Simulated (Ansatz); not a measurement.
Born–Oppenheimer molecular dynamics of C₃H₆OSSi (12 atoms, charge 0, multiplicity 1). It starts at the highest image of a converged band. Of that band: Neighbouring images differ by up to 1.3 eV, so the band resolves the path poorly. A vibrational analysis at the climbing image gives one clearly imaginary mode, 698i cm⁻¹: a first-order saddle point.

The calculation used RKS PBE0/def2-SVP in Ansatz.

```
ensemble                      : NVE (velocity Verlet)
time step                     : 0.5 fs
steps asked                   : 187
starting velocities drawn for : 300 K
seed                          : 12040
```

Frames 5 fs apart, positions in Å, forces in eV/Å.

Velocities at 10.0 fs (Å/ps):

```
C 2.52 -0.02 0.37
C 2.60 -1.89 1.14
C -3.80 3.56 -3.50
O -0.57 -5.50 0.86
Si -2.49 -0.35 -6.58
S 2.21 1.09 4.55
H -12.54 6.29 3.92
H -10.63 12.09 5.32
H -3.71 -4.43 -5.82
H 6.39 28.21 23.36
H 5.96 -5.46 12.15
H 6.62 6.13 9.68
```

```xyz
12
Properties=species:S:1:pos:R:3:forces:R:3 time_fs=10.0 energy_less_start_eV=0.088 T=233
C -2.432 0.407 -0.413 0.99 -1.27 -0.18
C -1.238 -0.170 -0.343 -1.10 0.66 0.02
C -0.026 -0.685 -0.308 0.74 0.73 -0.09
O 0.296 -1.933 0.069 0.13 -0.76 -0.03
Si 1.365 0.541 -0.857 -0.25 -0.44 -0.15
S 2.584 0.704 1.470 0.26 -0.17 0.13
H -2.954 0.762 0.475 -0.01 0.41 0.10
H -2.983 0.309 -1.352 -0.23 0.25 -0.05
H -0.501 -2.475 0.160 0.00 0.13 0.04
H 2.053 1.560 0.412 0.11 0.38 0.19
H 2.588 -0.343 -1.168 -0.44 0.03 0.04
H 1.530 1.016 2.246 -0.18 0.06 -0.02
12
Properties=species:S:1:pos:R:3:forces:R:3 time_fs=15.0 energy_less_start_eV=0.043 T=267
C -2.416 0.399 -0.409 -1.06 -0.05 0.10
C -1.240 -0.171 -0.338 -0.80 0.42 -0.12
C -0.031 -0.668 -0.325 1.55 -1.22 0.46
O 0.293 -1.962 0.072 -0.16 0.87 -0.52
Si 1.352 0.538 -0.890 -0.20 0.12 0.15
S 2.595 0.710 1.492 -0.46 0.65 -0.21
H -2.971 0.815 0.460 0.60 0.01 -0.20
H -3.039 0.387 -1.323 0.36 -0.09 0.07
H -0.518 -2.481 0.137 -0.11 0.03 0.07
H 2.111 1.704 0.557 0.44 -0.47 0.32
H 2.563 -0.367 -1.105 -0.24 -0.14 -0.06
H 1.551 1.047 2.292 0.08 -0.15 -0.06
12
Properties=species:S:1:pos:R:3:forces:R:3 time_fs=20.0 energy_less_start_eV=-0.035 T=328
C -2.417 0.387 -0.405 -1.15 0.64 -0.07
C -1.254 -0.166 -0.335 2.10 -0.96 -0.18
C -0.011 -0.672 -0.332 -0.52 -0.87 0.53
O 0.287 -1.980 0.067 -0.39 1.08 -0.53
Si 1.337 0.536 -0.922 -0.37 0.24 0.11
S 2.604 0.720 1.514 -0.06 -0.22 0.35
H -2.880 0.892 0.436 -0.02 0.21 0.55
H -3.034 0.447 -1.300 0.00 -0.28 -0.45
H -0.547 -2.471 0.129 0.11 0.10 0.07
H 2.262 1.778 0.759 0.25 0.60 -0.33
H 2.485 -0.427 -1.056 0.15 -0.36 -0.18
H 1.580 1.046 2.330 -0.08 -0.19 0.12
12
Properties=species:S:1:pos:R:3:forces:R:3 time_fs=25.0 energy_less_start_eV=-0.163 T=426
C -2.438 0.387 -0.400 1.05 0.36 0.45
C -1.236 -0.175 -0.336 -0.18 -0.02 -0.31
C 0.002 -0.693 -0.330 -0.96 -0.03 0.23
O 0.276 -1.982 0.055 0.04 0.48 -0.25
Si 1.320 0.535 -0.953 0.33 -0.52 0.26
S 2.611 0.729 1.537 -0.20 0.52 -0.37
H -2.774 0.987 0.483 -0.10 -0.48 -0.64
H -3.012 0.447 -1.344 0.06 -0.16 0.39
H -0.565 -2.447 0.140 -0.04 -0.07 0.10
H 2.483 1.948 0.921 0.25 -0.29 0.42
H 2.424 -0.552 -1.048 -0.20 0.24 -0.21
H 1.596 1.004 2.387 -0.04 -0.02 -0.08
12
Properties=species:S:1:pos:R:3:forces:R:3 time_fs=30.0 energy_less_start_eV=-0.165 T=428
C -2.437 0.391 -0.390 2.79 -0.91 -0.33
C -1.219 -0.185 -0.342 -1.82 0.68 -0.16
C -0.003 -0.714 -0.323 -0.50 0.99 -0.25
O 0.266 -1.979 0.040 0.18 -0.67 0.20
Si 1.304 0.530 -0.981 0.31 -0.74 0.44
S 2.618 0.742 1.558 0.02 0.74 -0.62
H -2.708 1.012 0.448 -0.65 0.26 0.46
H -2.990 0.411 -1.329 -0.31 0.01 0.01
H -0.579 -2.433 0.173 0.11 -0.05 0.08
H 2.746 2.067 1.159 -0.14 -0.84 0.56
H 2.328 -0.633 -1.089 0.00 0.34 -0.20
H 1.602 0.958 2.429 0.02 0.18 -0.19
12
Properties=species:S:1:pos:R:3:forces:R:3 time_fs=35.0 energy_less_start_eV=-0.247 T=491
C -2.393 0.386 -0.382 -1.31 1.23 0.09
C -1.231 -0.186 -0.351 0.81 -0.55 0.25
C -0.018 -0.716 -0.321 -0.23 1.06 -0.38
O 0.258 -1.983 0.026 0.21 -0.63 0.31
Si 1.292 0.520 -1.006 -0.14 -0.18 0.41
S 2.624 0.758 1.575 0.05 -0.75 -0.41
H -2.760 1.040 0.450 0.15 -0.65 -0.42
H -3.022 0.372 -1.291 0.13 0.00 0.20
H -0.574 -2.433 0.225 0.04 -0.05 0.03
H 2.992 2.041 1.516 -0.07 0.43 0.04
H 2.239 -0.646 -1.175 0.50 -0.10 -0.13
H 1.607 0.951 2.433 -0.14 0.19 0.01
12
Properties=species:S:1:pos:R:3:forces:R:3 time_fs=40.0 energy_less_start_eV=-0.093 T=373
C -2.367 0.398 -0.376 -2.01 0.51 -0.72
C -1.233 -0.194 -0.356 0.49 -0.18 0.36
C -0.035 -0.701 -0.326 1.36 -0.79 -0.06
O 0.253 -1.996 0.017 0.15 0.27 0.11
Si 1.278 0.507 -1.028 0.13 -0.12 0.02
S 2.631 0.772 1.589 0.41 0.85 0.37
H -2.807 0.969 0.420 -0.06 0.34 0.96
H -3.039 0.333 -1.232 0.03 0.02 -0.46
H -0.560 -2.444 0.284 -0.05 0.05 -0.02
H 3.196 2.028 1.881 -0.63 -1.11 -0.49
H 2.248 -0.663 -1.290 0.13 0.19 0.10
H 1.590 0.986 2.431 0.06 -0.02 -0.17
12
Properties=species:S:1:pos:R:3:forces:R:3 time_fs=45.0 energy_less_start_eV=-0.041 T=332
C -2.380 0.423 -0.378 -0.74 -0.31 0.44
C -1.228 -0.204 -0.354 -1.52 1.16 0.22
C -0.027 -0.700 -0.332 1.41 -1.50 0.18
O 0.250 -2.006 0.010 0.15 0.40 0.08
Si 1.266 0.494 -1.049 0.39 0.08 -0.32
S 2.640 0.789 1.605 -0.20 -0.66 0.08
H -2.834 0.918 0.521 0.47 -0.30 -0.63
H -3.041 0.305 -1.252 0.15 0.33 0.05
H -0.551 -2.440 0.337 0.02 0.17 -0.11
H 3.284 1.828 2.147 0.23 0.45 -0.18
H 2.289 -0.641 -1.383 -0.20 0.29 0.25
H 1.575 1.019 2.397 -0.15 -0.08 -0.06
12
Properties=species:S:1:pos:R:3:forces:R:3 time_fs=50.0 energy_less_start_eV=0.042 T=268
C -2.406 0.440 -0.376 1.07 -1.43 -0.35
C -1.245 -0.196 -0.347 0.83 0.19 -0.04
C 0.003 -0.724 -0.335 -1.53 0.40 0.02
O 0.251 -2.010 0.004 0.35 -0.18 0.16
Si 1.256 0.482 -1.073 -0.07 0.66 -0.24
S 2.649 0.804 1.622 0.10 -0.19 0.36
H -2.792 0.839 0.549 -0.46 0.50 0.35
H -3.022 0.350 -1.278 -0.15 0.39 0.08
H -0.548 -2.408 0.369 -0.12 -0.04 -0.03
H 3.396 1.675 2.360 -0.20 -0.06 -0.38
H 2.299 -0.565 -1.424 0.16 -0.26 0.11
H 1.534 1.036 2.345 0.01 0.03 -0.03
12
Properties=species:S:1:pos:R:3:forces:R:3 time_fs=55.0 energy_less_start_eV=0.110 T=215
C -2.416 0.433 -0.374 0.45 -0.41 0.76
C -1.249 -0.182 -0.342 1.52 -0.53 -0.26
C 0.007 -0.742 -0.337 -1.89 1.33 -0.15
O 0.255 -2.017 0.001 -0.12 -0.43 0.30
Si 1.246 0.474 -1.099 -0.09 0.54 -0.10
S 2.658 0.816 1.641 0.18 -0.15 0.29
H -2.814 0.837 0.586 0.04 0.00 -0.68
H -3.029 0.481 -1.286 0.04 0.07 0.16
H -0.557 -2.380 0.387 0.14 -0.16 -0.10
H 3.468 1.532 2.489 -0.50 -0.13 -0.40
H 2.336 -0.538 -1.436 0.02 -0.25 0.08
H 1.496 1.059 2.288 0.22 0.13 0.08
12
Properties=species:S:1:pos:R:3:forces:R:3 time_fs=60.0 energy_less_start_eV=0.134 T=197
C -2.414 0.417 -0.363 0.71 -0.08 -0.27
C -1.228 -0.177 -0.341 -1.07 0.25 -0.26
C -0.022 -0.737 -0.342 0.57 -0.08 0.01
O 0.258 -2.029 0.002 -0.30 0.46 -0.05
Si 1.236 0.471 -1.126 0.25 0.04 -0.02
S 2.668 0.826 1.662 -0.49 -0.84 -0.92
H -2.848 0.858 0.530 0.05 0.14 0.46
H -3.024 0.620 -1.263 0.35 -0.47 0.02
H -0.548 -2.394 0.389 -0.01 -0.24 -0.02
H 3.459 1.380 2.560 0.38 0.55 0.62
H 2.369 -0.564 -1.427 -0.44 0.10 0.14
H 1.499 1.114 2.253 0.01 0.18 0.27
12
Properties=species:S:1:pos:R:3:forces:R:3 time_fs=65.0 energy_less_start_eV=0.184 T=158
C -2.401 0.400 -0.352 -0.38 1.07 0.48
C -1.224 -0.169 -0.345 -1.05 -0.06 -0.02
C -0.041 -0.733 -0.347 1.74 -0.88 0.15
O 0.256 -2.035 0.002 -0.34 0.78 -0.23
Si 1.227 0.469 -1.153 -0.17 0.05 0.26
S 2.675 0.832 1.678 0.28 0.18 0.78
H -2.854 0.891 0.533 0.42 -0.31 -0.04
H -2.957 0.661 -1.252 -0.08 -0.50 -0.44
H -0.531 -2.453 0.379 0.01 0.08 -0.11
H 3.480 1.319 2.704 -0.60 -0.25 -0.80
H 2.316 -0.579 -1.389 -0.06 -0.15 -0.02
H 1.516 1.206 2.273 0.22 0.00 0.00
```

Of the whole run (94 fs, mean temperature of the second half 190 K): The conserved energy stayed within 0.077 meV per atom of its start (net change 0.033 meV per atom), so the integration is sound. A run of 0.093 ps of so small a system gives no equilibrium averages. The orbitals stay closed-shell, which can raise the energy where a bond breaks towards radicals; this wasn't checked here.

Time of the run: 12 min on 2 threads of Arm Neoverse V1 (shared host), peak memory 0.3 GiB.
